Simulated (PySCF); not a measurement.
**Computed spin Hamiltonian**

Compound: C₅H₆F₃Si (doublet state).
Structure used (GFN2-xTB), in Å, numbered top down from 1:
```
atom  x, y, z in Å
C1    -0.095    1.747    0.006
C2    -0.350    0.400   -0.063
C3     0.648   -0.568   -0.161
Si4    2.488   -0.234   -0.139
C5    -1.769   -0.003   -0.057
F6    -2.648    0.934   -0.477
C7    -2.300   -1.159    0.339
F8    -1.620   -2.192    0.819
F9    -3.597   -1.436    0.321
H10   -0.891    2.467    0.065
H11    0.914    2.112   -0.006
H12    0.332   -1.594   -0.266
H13    3.164   -1.527   -0.223
H14    2.858    0.455    1.102
H15    2.861    0.606   -1.283
```

The hyperfine couplings belong to this conformer and change with its torsions.

Identity: `C=C([CH][SiH3])C(F)=C(F)F` [radical].

Method: UKS B3LYP, pcH-1 on C F H Si, non-relativistic, mean-field spin-orbit, GIAO in PySCF. Geometry: GFN2-xTB, one conformer, isolated molecule. A GFN2-xTB geometry isn't a minimum of the functional, and hyperfine couplings can be far from their values at a DFT geometry. The frame is twisted about the C2–C5 bond at this geometry (dihedral C1–C2–C5–F6 = 24°); couplings at other torsion angles weren't computed. Stability of the SCF solution: not tested. ⟨S²⟩ is 0.783 where a pure state has 0.75.

| Item | Value |
| --- | --- |
| g1, g2, g3 | 2.00212, 2.00272, 2.00280 |
| g_iso | 2.00254 |
| Form of g | close to axial: the two nearest values differ by 12 % of g3 − g1 |
| ⟨S²⟩ | 0.7832 (exact 0.7500) |
| α and β electrons | 39, 38 |
| Basis functions | 295 |

Isotropic coupling and dipolar principal values T1 to T3, in MHz; ρ(0) is the spin density at the nucleus:

```json
{"atom": "C1", "isotope": "13C", "a_iso": "51.7", "of which spin–orbit": "-0.1", "T1": "-49.1", "T2": "-47.6", "T3": "96.8", "Mulliken spin population": "0.65", "ρ(0) (bohr⁻³)": "0.0461"}
{"atom": "C2", "isotope": "13C", "a_iso": "-48.3", "of which spin–orbit": "0.0", "T1": "-28.2", "T2": "11.4", "T3": "16.8", "Mulliken spin population": "-0.26", "ρ(0) (bohr⁻³)": "-0.0430"}
{"atom": "C3", "isotope": "13C", "a_iso": "56.6", "of which spin–orbit": "-0.1", "T1": "-52.3", "T2": "-51.0", "T3": "103.3", "Mulliken spin population": "0.71", "ρ(0) (bohr⁻³)": "0.0504"}
{"atom": "Si4", "isotope": "29Si", "a_iso": "30.1", "of which spin–orbit": "0.0", "T1": "-1.7", "T2": "-0.6", "T3": "2.3", "Mulliken spin population": "-0.03", "ρ(0) (bohr⁻³)": "-0.0339"}
{"atom": "C5", "isotope": "13C", "a_iso": "11.5", "of which spin–orbit": "0.0", "T1": "-3.5", "T2": "-2.4", "T3": "5.9", "Mulliken spin population": "0.04", "ρ(0) (bohr⁻³)": "0.0102"}
{"atom": "F6", "isotope": "19F", "a_iso": "-0.2", "of which spin–orbit": "0.0", "T1": "-16.1", "T2": "-1.3", "T3": "17.5", "Mulliken spin population": "0.00", "ρ(0) (bohr⁻³)": "-0.0001"}
{"atom": "C7", "isotope": "13C", "a_iso": "-8.3", "of which spin–orbit": "0.0", "T1": "-12.6", "T2": "5.8", "T3": "6.8", "Mulliken spin population": "-0.06", "ρ(0) (bohr⁻³)": "-0.0074"}
{"atom": "F8", "isotope": "19F", "a_iso": "-2.7", "of which spin–orbit": "0.0", "T1": "-31.1", "T2": "12.1", "T3": "18.9", "Mulliken spin population": "0.00", "ρ(0) (bohr⁻³)": "-0.0006"}
{"atom": "F9", "isotope": "19F", "a_iso": "-10.6", "of which spin–orbit": "-0.1", "T1": "-33.3", "T2": "14.0", "T3": "19.2", "Mulliken spin population": "0.00", "ρ(0) (bohr⁻³)": "-0.0025"}
{"atom": "H10", "isotope": "1H", "a_iso": "-40.6", "of which spin–orbit": "0.0", "T1": "-23.8", "T2": "-0.8", "T3": "24.6", "Mulliken spin population": "-0.03", "ρ(0) (bohr⁻³)": "-0.0091"}
{"atom": "H11", "isotope": "1H", "a_iso": "-38.3", "of which spin–orbit": "0.0", "T1": "-20.4", "T2": "-1.8", "T3": "22.2", "Mulliken spin population": "-0.03", "ρ(0) (bohr⁻³)": "-0.0086"}
{"atom": "H12", "isotope": "1H", "a_iso": "-41.6", "of which spin–orbit": "0.0", "T1": "-25.8", "T2": "-0.3", "T3": "26.1", "Mulliken spin population": "-0.03", "ρ(0) (bohr⁻³)": "-0.0093"}
{"atom": "H13", "isotope": "1H", "a_iso": "-1.1", "of which spin–orbit": "0.0", "T1": "-2.4", "T2": "-2.0", "T3": "4.5", "Mulliken spin population": "0.00", "ρ(0) (bohr⁻³)": "-0.0003"}
{"atom": "H14", "isotope": "1H", "a_iso": "30.7", "of which spin–orbit": "0.0", "T1": "-2.3", "T2": "-1.5", "T3": "3.8", "Mulliken spin population": "0.02", "ρ(0) (bohr⁻³)": "0.0069"}
{"atom": "H15", "isotope": "1H", "a_iso": "35.5", "of which spin–orbit": "0.0", "T1": "-2.2", "T2": "-1.6", "T3": "3.8", "Mulliken spin population": "0.02", "ρ(0) (bohr⁻³)": "0.0079"}
```

The largest Mulliken spin populations are on C3 (+0.71), C1 (+0.65) and C2 (-0.26). The angles at C3 add up to 360.0°, so it is planar; its axial dipolar tensor and the negative coupling of its proton fit spin in a p orbital normal to that plane.

Axes: g2 points within 9° of the C1–H11 bond.

Under fast tumbling the dipolar parts average out, and these isotropic splittings remain: 1 × 1H (H12, I = 1/2, 2 lines) with 1.48 mT, 1 × 1H (H10, I = 1/2, 2 lines) with 1.45 mT, 1 × 1H (H11, I = 1/2, 2 lines) with 1.37 mT, 3 × 1H (H13/H14/H15, I = 1/2, 4 lines) with 0.77 mT, 1 × 19F (F9, I = 1/2, 2 lines) with 0.38 mT and 1 × 19F (F8, I = 1/2, 2 lines) with 0.10 mT.

Means are taken over nuclei equivalent by connectivity, which assumes that they swap fast. The three 1H nuclei of mean +21.7 MHz run from -1.1 to 35.5 MHz in the frozen geometry.

The 13C coupling of C3 (56.6 MHz) shows only in satellite lines or after enrichment, since that isotope makes up about 1.07 % of natural carbon.

The 29Si coupling of Si4 (30.1 MHz) shows only in satellite lines or after enrichment, since that isotope makes up about 4.7 % of natural silicon.

The spin density at the nucleus, in bohr⁻³, is negative for C2 (-0.0430), Si4 (-0.0339) and H12 (-0.0093), for instance. A restricted open-shell determinant has no negative spin density anywhere; here it arises because α and β orbitals differ (spin polarisation).

Hardware: Arm Neoverse V2, one thread, shared host with 96 logical CPUs at a one-minute load of 50. Cost: 96 s (grids of density and orbitals included), 1.1 GiB resident at most.
